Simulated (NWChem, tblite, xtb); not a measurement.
## C2H6BBrO (SMILES COB(C)Br): methods side by side

C2H6BBrO has 11 atoms, charge 0, and is taken as a singlet. SMILES: `COB(C)Br`. The shape is that of a PBE0-D4/def2-TZVP optimisation. This is one conformer, not always the lowest.

```xyz
11

C    -1.6172    0.8342    0.7260
O    -0.4613    0.0251    0.6415
B     0.3865   -0.0885   -0.3842
C     1.6157   -1.0421   -0.3066
Br    0.1119    0.9405   -2.0288
H    -1.5371    1.4487    1.6237
H    -1.7261    1.4737   -0.1510
H    -2.4893    0.1846    0.8167
H     1.6793   -1.5430    0.6608
H     2.5433   -0.4906   -0.4837
H     1.5597   -1.8000   -1.0937
```

Quantity: the dipole moment, in D. The values are calculated.

```json
{"level": "GFN2-xTB", "kind": "semi-empirical", "program": "tblite", "value (D)": "4.16", "CPU time": "under 2 s"}
{"level": "GFN1-xTB", "kind": "semi-empirical", "program": "tblite", "value (D)": "1.41", "CPU time": "under 2 s"}
{"level": "GFN0-xTB", "kind": "semi-empirical", "program": "xtb", "value (D)": "2.85", "CPU time": "under 2 s"}
{"level": "IPEA1-xTB", "kind": "semi-empirical", "program": "tblite", "value (D)": "2.09", "CPU time": "under 2 s"}
{"level": "HF/STO-3G", "kind": "Hartree–Fock", "program": "NWChem", "value (D)": "1.82", "CPU time": "5.2 s"}
{"level": "HF/3-21G", "kind": "Hartree–Fock", "program": "NWChem", "value (D)": "1.78", "CPU time": "7.1 s"}
{"level": "BP86/pcseg-1", "kind": "GGA", "program": "NWChem", "value (D)": "1.55", "CPU time": "38 s"}
{"level": "B3LYP/6-31G* (spherical functions)", "kind": "global hybrid", "program": "NWChem", "value (D)": "1.72", "CPU time": "35 s"}
{"level": "B3LYP/6-31G* (Cartesian functions)", "kind": "global hybrid", "program": "NWChem", "value (D)": "1.72", "CPU time": "36 s"}
```

All-electron rows without a relativistic Hamiltonian named are non-relativistic. The values span 1.41 to 4.16 D. Magnitudes only. Sets without polarisation functions give poor dipoles. CPU times are rough (shared hosts, several kinds of processor and program).
